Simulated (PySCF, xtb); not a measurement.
B(OH)2(OSiH3) (BH₅O₃Si), SMILES OB(O)O[SiH3].

Geometry optimised at B3LYP-D3(BJ)/def2-SVP. Other conformers were not sampled.

Level of theory: IEF-PCM-M06-2X/def2-SVP (PySCF).

The values are the electrostatic part of the solvation free energy, E(continuum) − E(gas) at the gas-phase geometry, in a cavity of scaled van der Waals radii (PySCF's table); cavitation and dispersion terms are not included. In vacuum the orbital gap is 11.45 eV. The dipole moment in vacuum is 3.13 D.

### Question
Estimate the values in water (ε = 78.36), dimethylsulfoxide (ε = 46.83), cyclohexanone (ε = 15.62). (The exact figures need the calculation; the answer reports its results.)

### Answer

```tsv
solvent	ε	ΔG(elec) (kcal/mol)	dipole (D)	gap (eV)
water	78.36	-9.6	3.75	11.90
dimethylsulfoxide	46.83	-9.5	3.74	11.90
cyclohexanone	15.62	-8.8	3.69	11.88
```

For comparison, GFN2-xTB/ALPB(water) (xtb, at the GFN2-xTB geometry, all terms of that model) gives -8.5 kcal/mol.
